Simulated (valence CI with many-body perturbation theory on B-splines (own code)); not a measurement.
## E1 transitions of Dy¹⁶⁺

Calculated by relativistic CI+MBPT: four valence electrons over a frozen Dirac-Fock core [Kr] 4d10, a basis of 7 s, 7 p, 7 d, 7 f, 4 g, 2 h functions for each j, with the one-electron correlation potential Σ1 (screened to all orders), the two-electron term Σ2, the three-electron term Σ3, Breit, model QED; selected single and double excitations, second order for the rest, scaled by the run's own slope (own B-spline code, finite nucleus).

No measured levels were compared; by estimate terms of the open shell hold to a few per cent of their energy, and close levels can change places.

Lines 151 to 200 of 574 in falling wavelength, among levels below 36.145 eV, chosen from the strongest by gf and those to the six lowest levels. Wavelengths and rates use the calculated energies, so an error of 2000 cm⁻¹ moves a line at 1012 Å by 2 % and its rate by three times that or more. Electric multipoles are in the length gauge, E1 and E2 with the static RPA response of the core. Weak lines are less certain than strong ones. Lines between different terms over intervals too small for the method are left out, as are lines whose strength nearly cancels. Where a level lies close to another of its J and parity, the split of strength between their lines is uncertain. The highest levels of a list are the least certain.

Names give the largest LS component (configuration and term), which can be under half, so a name can repeat, a term be missing and a line seem to break the LS rules; names also repeat where a configuration has a term twice. Letters in brackets count levels of one name in rising energy.

| λ vac (Å) | Upper | Lower | A (s⁻¹) | S (a.u.) |
| --- | --- | --- | --- | --- |
| 1012 | 4f3.5s 5F°_5 [b] | 4f4 3H_5 [a] | 2.96e+03 | 1.66e-05 |
| 1011 | 4f3.5s 3D°_3 [c] | 4f4 3H_4 [c] | 6.85e+03 | 2.44e-05 |
| 1010 | 4f3.5s 3I°_6 [b] | 4f4 1I_6 [a] | 3.60e+03 | 2.38e-05 |
| 1008 | 4f3.5s 3D°_1 [b] | 4f4 3F_2 [c] | 2.94e+04 | 4.47e-05 |
| 1007 | 4f3.5s 3H°_6 [b] | 4f4 3G_5 [c] | 5.27e+03 | 3.46e-05 |
| 1007 | 4f3.5s 3G°_5 [a] | 4f4 3G_5 [a] | 2.24e+03 | 1.25e-05 |
| 1007 | 4f3.5s 1D°_2 [a] | 4f4 1D_2 [b] | 5.16e+03 | 1.30e-05 |
| 1006 | 4f3.5s 3F°_2 [b] | 4f4 3F_3 [c] | 1.07e+04 | 2.67e-05 |
| 1005 | 4f3.5s 3F°_3 [a] | 4f4 3D_3 [a] | 3.92e+03 | 1.37e-05 |
| 1005 | 4f3.5s 3F°_4 [a] | 4f4 3G_4 [a] | 5.05e+03 | 2.28e-05 |
| 1004 | 4f3.5s 3G°_3 [b] | 4f4 3F_2 [a] | 1.05e+04 | 3.69e-05 |
| 1003 | 4f3.5s 3G°_5 [c] | 4f4 1I_6 [a] | 8.21e+03 | 4.49e-05 |
| 1003 | 4f3.5s 1G°_4 [a] | 4f4 3F_3 [b] | 3.05e+03 | 1.36e-05 |
| 1001 | 4f3.5s 3G°_5 [d] | 4f4 3G_5 [d] | 1.22e+04 | 6.62e-05 |
| 999.7 | 4f3.5s 3D°_3 [a] | 4f4 3F_3 [a] | 4.35e+03 | 1.50e-05 |
| 992.5 | 4f3.5s 3D°_3 [b] | 4f4 3G_4 [b] | 5.93e+03 | 2.00e-05 |
| 991.9 | 4f3.5s 5F°_4 | 4f4 5F_4 [b] | 4.37e+03 | 1.90e-05 |
| 990.2 | 4f3.5s 3G°_4 [b] | 4f4 3F_3 [a] | 2.61e+03 | 1.13e-05 |
| 986.8 | 4f3.5s 3D°_3 [c] | 4f4 3H_4 [b] | 9.22e+03 | 3.06e-05 |
| 983.8 | 4f3.5s 5F°_1 | 4f4 5F_1 | 1.47e+02 | 2.07e-07 |
| 980.6 | 4f3.5s 1I°_6 | 4f4 1K_7 | 6.23e+03 | 3.77e-05 |
| 977.1 | 4f2.5s2 3H_4 | 4f3.5s 3G°_5 [c] | 3.40e+03 | 1.41e-05 |
| 971.8 | 4f3.5s 5I°_7 | 4f4 5I_7 | 1.28e+01 | 8.70e-08 |
| 971.4 | 4f3.5s 3G°_3 [b] | 4f4 3F_4 [a] | 3.90e+03 | 1.24e-05 |
| 969.8 | 4f3.5s 1H°_5 [b] | 4f4 3G_5 [c] | 4.52e+03 | 2.24e-05 |
| 969.3 | 4f3.5s 3I°_7 [b] | 4f4 1I_6 [a] | 1.91e+03 | 1.29e-05 |
| 968.7 | 4f3.5s 3G°_4 [c] | 4f4 3G_4 [c] | 1.45e+04 | 5.87e-05 |
| 968.3 | 4f3.5s 5F°_5 [a] | 4f4 5F_4 [a] | 2.57e+03 | 1.27e-05 |
| 966.9 | 4f3.5s 1I°_6 | 4f4 3G_5 [b] | 7.86e+03 | 4.56e-05 |
| 966.8 | 4f3.5s 1H°_5 [b] | 4f4 3H_4 [b] | 6.54e+03 | 3.21e-05 |
| 964.1 | 4f3.5s 1G°_4 [b] | 4f4 1F_3 | 8.56e+03 | 3.41e-05 |
| 960.0 | 4f3.5s 5I°_8 | 4f4 5I_8 | 4.20e+01 | 3.12e-07 |
| 951.2 | 4f3.5s 3G°_3 [c] | 4f4 3G_3 [c] | 1.44e+04 | 4.27e-05 |
| 949.9 | 4f3.5s 3D°_3 [c] | 4f4 3G_4 [b] | 4.93e+03 | 1.46e-05 |
| 949.6 | 4f3.5s 1F°_3 [a] | 4f4 1G_4 [b] | 6.25e+04 | 1.85e-04 |
| 949.3 | 4f3.5s 3H°_6 [b] | 4f4 3H_6 [b] | 1.62e+04 | 8.89e-05 |
| 947.6 | 4f3.5s 3H°_5 | 4f4 3H_5 [b] | 3.14e+04 | 1.45e-04 |
| 946.9 | 4f3.5s 1L°_8 | 4f4 1K_7 | 4.44e+03 | 3.16e-05 |
| 945.8 | 4f3.5s 3H°_4 [b] | 4f4 3H_4 [a] | 2.97e+04 | 1.12e-04 |
| 940.3 | 4f3.5s 1G°_4 [a] | 4f4 3G_5 [a] | 5.49e+03 | 2.03e-05 |
| 933.9 | 4f3.5s 3G°_4 [b] | 4f4 3F_4 [a] | 1.83e+04 | 6.62e-05 |
| 932.9 | 4f3.5s 3F°_3 [a] | 4f4 3G_3 [a] | 6.75e+03 | 1.89e-05 |
| 931.6 | 4f3.5s 3H°_5 | 4f4 3H_4 [a] | 1.46e+04 | 6.42e-05 |
| 931.5 | 4f3.5s 5I°_7 | 4f4 5I_6 | 9.79e+00 | 5.86e-08 |
| 928.6 | 4f3.5s 3F°_2 [a] | 4f4 5G_3 | 1.21e+04 | 2.39e-05 |
| 928.4 | 4f3.5s 1I°_6 | 4f4 1I_6 [a] | 1.68e+04 | 8.64e-05 |
| 927.2 | 4f3.5s 3F°_4 [c] | 4f4 3F_3 [d] | 3.85e+03 | 1.36e-05 |
| 926.6 | 4f3.5s 3G°_4 [a] | 4f4 5G_4 | 2.86e+03 | 1.01e-05 |
| 924.6 | 4f3.5s 3G°_5 [b] | 4f4 3G_5 [a] | 7.02e+03 | 3.01e-05 |
| 923.2 | 4f3.5s 5S°_2 | 4f4 5F_1 | 2.64e+01 | 5.12e-08 |
